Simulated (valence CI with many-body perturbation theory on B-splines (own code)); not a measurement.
## Pt65+: key properties

Method: relativistic CI+MBPT: three valence electrons over a frozen Dirac-Fock core [Ne], radial functions for each j: 11 s, 11 p, 9 d, 7 f, 5 g, 2 h, 1 i, with the one-electron correlation potential Σ1, the two-electron term Σ2, the three-electron term Σ3, Breit, model QED; selected CI, second order for the rest (own B-spline code, finite nucleus).

No measured spectrum was set against this ion. As an estimate, large intervals hold to a few tenths of a per cent, small ones and those within an open d or f shell to about a per cent.

Levels are named by their leading jj configuration (3d3/2^4 stands for four electrons in 3d with j = 3/2), which in mixed levels can hold well under half, so a name can repeat and another be missing.

Rates and lifetimes use the calculated energies. Strong lines usually hold to 10 to 20 %, long lifetimes can be off by a factor of two.

Problem. What is the ground level?

Solution. (3s^2 3p1/2) J=1/2, composition 100 % 3s2 3p 2P°, g = 0.644.

Problem. What are the static dipole polarisabilities of the lowest levels?

Solution. (3s^2 3p1/2) J=1/2 0.00210 bohr³, of which the core gives 3.49e-05.

Problem. Name the longest-lived excited levels whose lifetime is computed, and their main decay.

Solution. (3s 3p3/2 3d5/2) J=9/2 at 1413.5 eV lives 2.16 ns, mostly by M1 to (3s 3p1/2 3d5/2) J=7/2.

Problem. What is the ionisation energy?

Solution. 7664.2 eV; NIST lists 7660 ± 30 eV (theoretical).

Problem. Among levels below 1746.0 eV, which E1 lines absorb most strongly from the ground level?

Solution. to (3s^2 3d3/2) J=3/2 at 1.725 nm, f = 0.515; to (3s 3p1/2 3p3/2) J=1/2 at 1.850 nm, f = 0.223; to (3s 3p1/2 3p3/2) J=3/2 at 1.881 nm, f = 0.120.
